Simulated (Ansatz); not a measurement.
Consider the silylene loss: `F[Si](F)(F)[SiH](Cl)Cl` → `F[SiH](Cl)Cl` + `F[Si]F`.

Program: Ansatz. Geometries: PBE0-D4/def2-TZVP. ΔE: electronic, gas phase. CCSD(T)/CBS is the MP2 limit (def2-TZVPP, def2-QZVPP) plus CCSD(T) − MP2 in def2-TZVPP, frozen cores. This one scheme is used for every species. Each species was taken in one conformer, which may not be the lowest.

```tsv
level	ΔE (kcal/mol)
CCSD/def2-TZVPP	30.8
CCSD/CBS(def2)	32.0
```

Problem. What does CCSD(T)/CBS give? (An estimate is asked.)

Solution. Ansatz gave: +32.3 kcal/mol. The listed levels differ from it by -1.5, -0.3 kcal/mol.

Largest T1 diagnostic among the species: 0.015.

At CCSD(T), def2-SVP lies −5.4 kcal/mol from the extrapolated value and def2-TZVPP −1.2 kcal/mol. The D4 term adds +4.5 kcal/mol with B3LYP and +2.5 kcal/mol with PBE0; it sums over pairs of atoms, weighted by their polarisabilities, and B3LYP, whose exchange is more repulsive, gets the larger term. Leaving LDA and LC-ωPBE aside and taking each functional with its dispersion term where it has one, the values, not all of them listed here, spread over 9.7 kcal/mol, from ωB97M-V to r2SCAN0-D4. LDA lies +6.5 kcal/mol from PBE without D4.

B3LYP here is the variant with VWN-RPA as its local correlation; programs differ in this.
